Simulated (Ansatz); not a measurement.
Program: Ansatz. Geometries: PBE0-D4/def2-TZVP. ΔE: electronic, gas phase. CCSD(T)/CBS adds triple-zeta CCSD(T) − MP2 to the extrapolated MP2 energy (def2 sets, frozen cores). DFT in def2-TZVPP. Each species was taken in one conformer, which may not be the lowest.

`NCCO[SiH3]` → `C[Si](C)(N)O`  (isomerisation)

Task: Is it downhill or uphill in electronic energy at CCSD(T)/CBS, and by how much? (Estimate.)

Result: The calculation gave: Downhill: ΔE = -2.90 eV.

Task: What do these levels give: PBE-D4, r2SCAN, HF/def2-TZVPP, CCSD/def2-TZVPP, SCS-MP2/def2-QZVPP, HF/CBS(def2)? (An estimate is asked.)

Result: The calculation gave: PBE-D4 -2.80, r2SCAN -2.93, HF/def2-TZVPP -2.63, CCSD/def2-TZVPP -2.80, SCS-MP2/def2-QZVPP -2.85, HF/CBS(def2) -2.63 eV.

Largest T1 diagnostic among the species: 0.010.

From PBE to PBE0 (25 % exact exchange), in def2-TZVPP and without D4, ΔE moves by −0.05 eV. In def2-TZVPP, CCSD(T) changes the Hartree–Fock value by −0.19 eV (the triples alone add −0.01 eV) and MP2 by −0.33 eV.
